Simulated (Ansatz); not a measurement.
H8OSi3, SMILES `O[SiH]([SiH3])[SiH3]` at its PBE0-D4/def2-TZVP geometry, where that method's forces vanish. Total charge 0; spin multiplicity 1.

```csv
atom,x (Å),y (Å),z (Å)
O1,-1.9434,-0.0320,0.8475
Si2,-0.3000,0.1423,0.6925
Si3,0.5658,-1.9756,0.2069
Si4,0.2768,1.6824,-0.9847
H5,-2.4528,0.7554,1.0455
H6,0.3078,0.6358,1.9675
H7,2.0454,-1.8584,0.0874
H8,0.0240,-2.4769,-1.0843
H9,0.2469,-2.9549,1.2800
H10,-0.3689,3.0025,-0.7338
H11,-0.1545,1.2028,-2.3257
H12,1.7530,1.8766,-0.9988
```

(1) For each bond, give half the difference of the two atoms' forces along it (eV/Å; positive pushes the atoms apart) under PBE-D4, r2SCAN-D4, B3LYP-D4, ωB97M-V in def2-TZVPP. (Best estimate.)

Results:

(1) Ansatz gave: 
| bond | length (Å) | PBE-D4 | r2SCAN-D4 | B3LYP-D4 | ωB97M-V |
| --- | --- | --- | --- | --- | --- |
| O1–Si2 | 1.660 | 0.33 | 0.06 | 0.15 | 0.18 |
| O1–H5 | 0.958 | 0.35 | 0.02 | -0.02 | -0.06 |
| Si2–Si3 | 2.339 | -0.09 | 0.01 | 0.05 | 0.01 |
| Si2–Si4 | 2.349 | -0.14 | 0.00 | 0.06 | 0.02 |
| Si2–H6 | 1.496 | 0.05 | -0.02 | -0.12 | -0.15 |
| Si3–H7 | 1.489 | 0.09 | -0.02 | -0.06 | -0.09 |
| Si3–H8 | 1.487 | 0.09 | -0.01 | -0.07 | -0.10 |
| Si3–H9 | 1.487 | 0.09 | -0.01 | -0.07 | -0.10 |
| Si4–H10 | 1.491 | 0.10 | -0.01 | -0.07 | -0.10 |
| Si4–H11 | 1.488 | 0.09 | -0.01 | -0.07 | -0.09 |
| Si4–H12 | 1.489 | 0.08 | -0.02 | -0.06 | -0.09 |

B3LYP here is the variant with VWN-RPA as its local correlation; programs differ in this.
